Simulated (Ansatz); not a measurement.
Problem. Name a neutral molecule of C, Cl, O, W and H with HOMO–LUMO gap (PBE0/def2-TZVPP) between 4.65 and 4.95 eV and HOMO–LUMO gap (PBE/def2-TZVPP) between 2.55 and 2.85 eV (Ansatz, PBE0-D4/def2-TZVP geometry).

Solution. `C[O][W](=[O])([Cl])([Cl])[Cl]` (4.82 eV, 2.83 eV). Other molecules can fit too; these were computed, each in one conformer that needn't be the lowest.
